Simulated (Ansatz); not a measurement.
Consider the redistribution: `CO[SiH2]Cl` + `F[SiH2]P` → `P[SiH2]Cl` + `CO[SiH2]F`.

Calculated with Ansatz (gas phase, PBE0-D4/def2-TZVP geometries, no zero-point term in ΔE). CCSD(T)/CBS is the MP2 limit (def2-TZVPP, def2-QZVPP) plus CCSD(T) − MP2 in def2-TZVPP, frozen cores. DFT in def2-TZVPP. B3LYP here is the variant with VWN-RPA as its local correlation; programs differ in this. One conformer a species, not always the lowest.

Is it downhill or uphill in electronic energy at CCSD(T)/CBS, and by how much? (An estimate is asked.)

The calculation gave: Downhill: ΔE = -0.11 eV.

What do these levels give: PBE-D4, BLYP-D4, B97M-V, B3LYP-D4, BHLYP-D4, B2PLYP, PBE-QIDH, PBE0, B3LYP, MP2/def2-SVP, SCS-MP2/def2-QZVPP, MP2/CBS(def2)? (Estimate.)

Computed: PBE-D4 -0.10, BLYP-D4 -0.10, B97M-V -0.09, B3LYP-D4 -0.10, BHLYP-D4 -0.11, B2PLYP -0.11, PBE-QIDH -0.12, PBE0 -0.11, B3LYP -0.10, MP2/def2-SVP -0.12, SCS-MP2/def2-QZVPP -0.11, MP2/CBS(def2) -0.12 eV.

Largest T1 diagnostic among the species: 0.013.

Leaving LDA and LC-ωPBE aside and taking each functional with its dispersion term where it has one, the values spread over 0.02 eV, from PBE-QIDH to B97M-V.
